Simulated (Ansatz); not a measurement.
```yaml
crystal:
  periodic: [false, false, false]
  atoms:
    - {symbol: Sn, position_ang: [-5.037734, -1.588576, 2.167834]}
    - {symbol: Sn, position_ang: [-5.064438, 1.867650, -1.348094]}
    - {symbol: Sn, position_ang: [-1.757390, -4.799503, 2.010696]}
    - {symbol: Sn, position_ang: [1.470123, -4.761310, -1.238371]}
    - {symbol: Sn, position_ang: [-1.753647, 1.760718, -4.516241]}
    - {symbol: Sn, position_ang: [1.465988, -1.467698, -4.513792]}
    - {symbol: Sn, position_ang: [-1.792919, -1.475738, -1.218201]}
    - {symbol: Sn, position_ang: [-1.820017, 1.825484, 2.005599]}
    - {symbol: Sn, position_ang: [1.471008, -1.474977, 2.043038]}
    - {symbol: Sn, position_ang: [1.481287, 1.791332, -1.215910]}
    - {symbol: Sn, position_ang: [-1.866051, 5.066355, -1.347633]}
    - {symbol: Sn, position_ang: [1.599453, 5.041794, 2.158321]}
    - {symbol: Sn, position_ang: [4.758238, -1.477817, -1.235146]}
    - {symbol: Sn, position_ang: [4.801306, 1.745712, 2.018158]}
    - {symbol: Sn, position_ang: [-3.394906, -3.110372, 0.449088]}
    - {symbol: Sn, position_ang: [-3.404289, 0.165516, -2.867548]}
    - {symbol: Sn, position_ang: [-3.535613, 0.284358, 3.639312]}
    - {symbol: Sn, position_ang: [-3.434125, 3.435597, 0.334288]}
    - {symbol: Sn, position_ang: [-0.141052, -3.094998, -2.852351]}
    - {symbol: Sn, position_ang: [-0.145538, -6.426892, 0.367693]}
    - {symbol: Sn, position_ang: [-0.065040, -3.234501, 3.635137]}
    - {symbol: Sn, position_ang: [3.082989, -3.089939, 0.368385]}
    - {symbol: Sn, position_ang: [-0.143562, 0.147289, -6.175319]}
    - {symbol: Sn, position_ang: [-0.159145, 3.407249, -2.862139]}
    - {symbol: Sn, position_ang: [3.095454, 0.136209, -2.851527]}
    - {symbol: Sn, position_ang: [-0.164924, 0.165991, 0.416255]}
    - {symbol: Sn, position_ang: [-0.277327, 3.546439, 3.632285]}
    - {symbol: Sn, position_ang: [3.229437, 0.057659, 3.640605]}
    - {symbol: Sn, position_ang: [3.121601, 3.388161, 0.451161]}
    - {symbol: Sn, position_ang: [6.425871, 0.135293, 0.371863]}
    - {symbol: H, position_ang: [-5.871903, -2.660877, 3.255800]}
    - {symbol: H, position_ang: [-6.245100, -0.744919, 1.247691]}
    - {symbol: H, position_ang: [-5.951901, 2.907756, -2.424239]}
    - {symbol: H, position_ang: [-6.224234, 0.956095, -0.431834]}
    - {symbol: H, position_ang: [-2.771683, -5.796752, 3.022989]}
    - {symbol: H, position_ang: [2.498164, -5.727925, -2.266516]}
    - {symbol: H, position_ang: [-2.776318, 2.785026, -5.494392]}
    - {symbol: H, position_ang: [2.494573, -2.496480, -5.480165]}
    - {symbol: H, position_ang: [-2.905277, 5.948902, -2.428683]}
    - {symbol: H, position_ang: [-0.958710, 6.229521, -0.431324]}
    - {symbol: H, position_ang: [0.759285, 6.245428, 1.229938]}
    - {symbol: H, position_ang: [2.669334, 5.880745, 3.245069]}
    - {symbol: H, position_ang: [5.725338, -2.506267, -2.262545]}
    - {symbol: H, position_ang: [5.800416, 2.757659, 3.030917]}
    - {symbol: H, position_ang: [-4.409243, -4.105822, -0.565427]}
    - {symbol: H, position_ang: [-4.382367, -0.869403, -3.877874]}
    - {symbol: H, position_ang: [-4.607939, 1.358953, 4.489939]}
    - {symbol: H, position_ang: [-2.595245, -0.553333, 4.835752]}
    - {symbol: H, position_ang: [-4.438215, 4.440700, 1.348553]}
    - {symbol: H, position_ang: [-1.181371, -4.081276, -3.850466]}
    - {symbol: H, position_ang: [-1.136804, -7.447043, -0.631328]}
    - {symbol: H, position_ang: [0.846121, -7.470473, 1.342968]}
    - {symbol: H, position_ang: [1.028236, -4.271588, 4.505739]}
    - {symbol: H, position_ang: [-0.982177, -2.348658, 4.815481]}
    - {symbol: H, position_ang: [4.078640, -4.089196, 1.399351]}
    - {symbol: H, position_ang: [-1.134865, -0.840582, -7.207257]}
    - {symbol: H, position_ang: [0.848662, 1.136427, -7.205053]}
    - {symbol: H, position_ang: [0.876535, 4.386152, -3.871014]}
    - {symbol: H, position_ang: [4.084708, 1.174382, -3.849018]}
    - {symbol: H, position_ang: [0.558024, 2.609198, 4.832881]}
    - {symbol: H, position_ang: [-1.351127, 4.622607, 4.478828]}
    - {symbol: H, position_ang: [2.340902, 0.978143, 4.816274]}
    - {symbol: H, position_ang: [4.261222, -1.036379, 4.516499]}
    - {symbol: H, position_ang: [4.124011, 4.394243, -0.564944]}
    - {symbol: H, position_ang: [7.473091, -0.856897, 1.342558]}
    - {symbol: H, position_ang: [7.441381, 1.129648, -0.628895]}
basis:
  gaussian: {orbitals: def2-SVP, fitting: {mean_field: def2-universal-jkfit}}
hamiltonian: {xc: {name: HF}}
output: {forces: true}
```

```sh
$ ansatz run in.yaml --threads 11 --pin off --events-out ev --progress --plain --max-ram 174080MiB --backend cuda --devices 0, --max-vram 75GiB
```

Output, abridged:

```
Functional definition: HF
7188 factors; integrals over basis functions are off by at most 3.3e-1 eV
mean field evaluation 1: about -174740.0550 eV, gradient 4.0e1 eV
mean field evaluation 2: about -174749.3329 eV, gradient 2.2e1 eV
mean field evaluation 4: about -174751.7637 eV, gradient 2.4e0 eV
mean field evaluation 8: about -174751.7952 eV, gradient 1.8e-1 eV
mean field -174751.79528512 eV, -6422.0100257070 hartree, gradient 2.2e-5 eV, S^2 0.000000; 0 other end points of the search recorded, 0 dependent functions left out
reference -174751.79528512 eV, -6422.0100257070 hartree; 348, 348 occupied and 612, 612 virtual orbitals, 7188 factors
Total energy: -174751.79528512 eV, -6422.0100257070 hartree
Atom 0 force    -0.557237    -0.098726     0.067136 eV/Å
Atom 1 force    -0.570132     0.042503    -0.066878 eV/Å
Atom 2 force    -0.258130    -0.313761     0.273654 eV/Å
Atom 3 force     0.260321    -0.313044    -0.263779 eV/Å
Atom 4 force    -0.256326     0.256832    -0.329845 eV/Å
Atom 5 force     0.263940    -0.263589    -0.310951 eV/Å
Atom 6 force    -0.075829    -0.047588    -0.035107 eV/Å
Atom 7 force    -0.048581     0.046980     0.086584 eV/Å
Atom 8 force     0.045526    -0.045103     0.102989 eV/Å
Atom 9 force     0.046209     0.077125    -0.036435 eV/Å
Atom 10 force    -0.044329     0.569705    -0.064449 eV/Å
Atom 11 force     0.098882     0.558908     0.067604 eV/Å
Atom 12 force     0.312903    -0.259564    -0.267032 eV/Å
Atom 13 force     0.312095     0.260350     0.275720 eV/Å
Atom 14 force    -0.311873    -0.275901    -0.228351 eV/Å
Atom 15 force    -0.311428    -0.255002    -0.289201 eV/Å
Atom 16 force    -0.078351     0.093324     0.550440 eV/Å
Atom 17 force    -0.309769     0.311912     0.240483 eV/Å
Atom 18 force    -0.243392    -0.290228    -0.297452 eV/Å
Atom 19 force    -0.002464    -0.538261    -0.018102 eV/Å
Atom 20 force     0.063428    -0.062587     0.565238 eV/Å
Atom 21 force     0.304644    -0.302422     0.223512 eV/Å
Atom 22 force     0.003733    -0.002628    -0.522270 eV/Å
Atom 23 force     0.259822     0.308534    -0.294998 eV/Å
Atom 24 force     0.295747     0.240832    -0.293469 eV/Å
Atom 25 force    -0.007474     0.008820     0.035780 eV/Å
Atom 26 force    -0.091076     0.079944     0.550386 eV/Å
Atom 27 force     0.058074    -0.064899     0.559757 eV/Å
Atom 28 force     0.276616     0.307871    -0.231856 eV/Å
Atom 29 force     0.536363    -0.000036    -0.023318 eV/Å
Atom 30 force     0.187794     0.207310    -0.208748 eV/Å
Atom 31 force     0.254800    -0.237789     0.243553 eV/Å
Atom 32 force     0.187750    -0.197190     0.202411 eV/Å
Atom 33 force     0.257147     0.244998    -0.247633 eV/Å
Atom 34 force     0.221294     0.222705    -0.223090 eV/Å
Atom 35 force    -0.227242     0.215263     0.224799 eV/Å
Atom 36 force     0.223376    -0.222809     0.216331 eV/Å
Atom 37 force    -0.227292     0.226387     0.216115 eV/Å
Atom 38 force     0.197354    -0.185576     0.204164 eV/Å
Atom 39 force    -0.245995    -0.257984    -0.248817 eV/Å
Atom 40 force     0.237639    -0.255841     0.245772 eV/Å
Atom 41 force    -0.207509    -0.189619    -0.208713 eV/Å
Atom 42 force    -0.215916     0.227256     0.224245 eV/Å
Atom 43 force    -0.223413    -0.220322    -0.222442 eV/Å
Atom 44 force     0.220282     0.216613     0.211307 eV/Å
Atom 45 force     0.211917     0.218402     0.220618 eV/Å
Atom 46 force     0.203368    -0.202002    -0.184029 eV/Å
Atom 47 force    -0.239190     0.231010    -0.246124 eV/Å
Atom 48 force     0.218087    -0.219565    -0.214335 eV/Å
Atom 49 force     0.220099     0.211517     0.214769 eV/Å
Atom 50 force     0.183646     0.209557     0.178599 eV/Å
Atom 51 force    -0.181350     0.217234    -0.180929 eV/Å
Atom 52 force    -0.202929     0.195141    -0.181975 eV/Å
Atom 53 force     0.240666    -0.239542    -0.257919 eV/Å
Atom 54 force    -0.211370     0.213188    -0.214116 eV/Å
Atom 55 force     0.186930     0.183623     0.217152 eV/Å
Atom 56 force    -0.184179    -0.186045     0.215735 eV/Å
Atom 57 force    -0.218690    -0.211995     0.220544 eV/Å
Atom 58 force    -0.212430    -0.220336     0.214880 eV/Å
Atom 59 force    -0.228072     0.238805    -0.247269 eV/Å
Atom 60 force     0.200158    -0.203216    -0.183257 eV/Å
Atom 61 force     0.239212    -0.241102    -0.256571 eV/Å
Atom 62 force    -0.194085     0.203811    -0.184179 eV/Å
Atom 63 force    -0.219051    -0.218737     0.213336 eV/Å
Atom 64 force    -0.217834     0.181451    -0.180189 eV/Å
Atom 65 force    -0.206885    -0.184900     0.180214 eV/Å
Dipole moment:     0.006622    -0.005187    -0.032662 e Å
```

Hardware: 11 threads of AMD EPYC 7R13 on a shared host and a whole NVIDIA H100 80GB HBM3. Wall time 21 s, peak host memory 11 GiB.

In the def2 sets Sn takes a core potential; there is no spin–orbit coupling.
